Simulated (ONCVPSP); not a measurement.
# PW91 ONCV dataset for Ca, fully relativistic all-electron reference.

ONCVPSP 4.0.1 input, shortened (lines: element, Z, core and valence counts, functional; n l f; lmax; l rc ep ncon nbas qcut; lloc lpopt rc5 dvloc0; l nproj debl; icmod fcfact rcfact), PW91, fully relativistic:

```
  Ca 20.00    3    4  -109134      upf
    1    0    2.00
    2    0    2.00
    2    1    6.00
    3    0    2.00
    3    1    6.00
    4    0    1.75
    4    1    0.25
    2
    0    2.15    0.00    3    8    5.70
    1    2.05    0.00    5    8    8.60
    2    1.90    0.09    4    7    4.70
    4    5    1.75    0.00
    0    2    3.90
    1    2    1.60
    2    2    2.50
    3    2.00    1.40
```

Open shells are filled in proportion to 2j + 1.

In the d channel the program set the typed energies aside and used -0.084, 2.416 Ha (j = l + 1/2; the other j can differ).

All-electron outer shells of the reference configuration (PW91, scalar-relativistic, ld1.x):

```csv
shell,level (eV),outermost node (bohr),outermost maximum (bohr)
2p,-335.38,–,0.25
3s,-47.48,0.45,0.99
3p,-28.42,0.42,1.04
4s,-3.97,1.43,3.38
4p,-1.58,1.62,4.34
```

Q: Estimate the cutoffs (Ha) at which the residual kinetic energy of the hardest occupied pseudo-wave falls to 1 and 0.1 mHa per electron.

A: 14 Ha and 17 Ha. The cutoffs count occupied waves only; projector 2 of the d channel, the hardest unoccupied one, needs 58 Ha at the loose tolerance.

Q: What does a ghost test show?

A: No bound ghost flagged; no localised positive-energy state flagged.

Q: Which valence shell sets the plane-wave cutoff?

A: 3p: 14 Ha for 1 mHa per electron, against 10 Ha for 4p.

Q: Tests: 3s2 3p6 4s2 4p0; 3s2 3p6 4s1 4p0; 3s2 3p6 4s0 4p0; 3s2 3p6 3d1 4s0 4p0. Which has the largest error in its energy relative to the reference configuration, and how large is it?

A: 3s2 3p6 3d1 4s0 4p0, with +26 meV (all-electron minus pseudo) on +7.07 eV.
